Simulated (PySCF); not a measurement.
Molecule: `C#C/C=N\[SiH2]C`, C4H7NSi.

Atoms are numbered as in `[CH:1]#[C:2]/[CH:3]=[N:4]\[SiH2:5][CH3:6]`. Hydrogens are named by the atom that carries them.

Geometry PBE0-D3(BJ)/def2-SVP throughout; GIAO in PySCF 2.14.0 with density-fitted response routines, gas phase, one conformer, non-relativistic; equivalent atoms averaged; functional PBE0.

(1) How do the shifts δ (against TMS, NH3 at the same level) depend on the basis set? (a selection of nuclei; ppm; last column core-seconds on 1 thread of an Arm Neoverse N1, shared host)

(2) Which nucleus among those listed moves most, in ppm?

(3) Taking the largest basis, pcSseg-2 (321 functions), as the yardstick, rank the others by their worst heavy-atom deviation.

Answers

(1) 
| basis set | functions | C3 | C1 | C2 | N4 | Si5 | H(C3) | H(Si5) | H(C1) | H(C6) | core-s |
| --- | --- | --- | --- | --- | --- | --- | --- | --- | --- | --- | --- |
| pcSseg-0 | 72 | 166.1 | 95.3 | 81.6 | 462.4 | -51.1 | 9.13 | 5.72 | 3.42 | 0.38 | 11 |
| 6-31G* | 102 | 146.7 | 78.9 | 71.1 | 376.0 | -13.2 | 8.35 | 5.37 | 2.91 | 0.30 | 16 |
| cc-pVDZ | 123 | 151.7 | 82.3 | 75.4 | 402.5 | -30.6 | 8.49 | 5.13 | 2.99 | 0.35 | 21 |
| def2-SVP | 123 | 151.3 | 82.7 | 74.0 | 407.4 | -37.5 | 8.22 | 5.15 | 2.95 | 0.28 | 19 |
| aug-cc-pVDZ | 205 | 152.1 | 79.5 | 74.3 | 398.2 | -28.5 | 8.81 | 5.31 | 3.19 | 0.40 | 47 |
| 6-311+G(2d,p) | 212 | 157.6 | 86.4 | 80.3 | 416.7 | -31.9 | 8.69 | 5.40 | 3.11 | 0.34 | 44 |
| def2-TZVP | 234 | 159.4 | 86.4 | 80.5 | 423.9 | -33.2 | 8.67 | 5.40 | 3.15 | 0.30 | 55 |
| cc-pVTZ | 282 | 158.3 | 86.4 | 79.9 | 421.3 | -27.4 | 8.62 | 5.18 | 3.08 | 0.33 | 74 |
| IGLO-III | 289 | 162.2 | 88.8 | 81.9 | 430.4 | -34.6 | 8.67 | 5.29 | 3.19 | 0.33 | 75 |
| pcSseg-2 | 321 | 163.8 | 90.2 | 82.7 | 434.1 | -33.3 | 8.62 | 5.15 | 3.12 | 0.35 | 100 |

(2) N4 (imine nitrogen): from 376.0 ppm with 6-31G* to 462.4 ppm with pcSseg-0. The smallest spread is 0.12 ppm, at H(C6). Proton shifts span only some 12 ppm, so a few tenths of a ppm matter as much there as several ppm in carbon.

(3) IGLO-III 3.7 ppm (289 functions), def2-TZVP 10.2 ppm (234 functions), cc-pVTZ 12.8 ppm (282 functions), 6-311+G(2d,p) 17.3 ppm (212 functions), def2-SVP 26.7 ppm (123 functions), pcSseg-0 28.3 ppm (72 functions), cc-pVDZ 31.6 ppm (123 functions), aug-cc-pVDZ 35.8 ppm (205 functions), 6-31G* 58.1 ppm (102 functions).

A small basis that lands close on one nucleus may do so by chance; judge by the trend and by all nuclei.
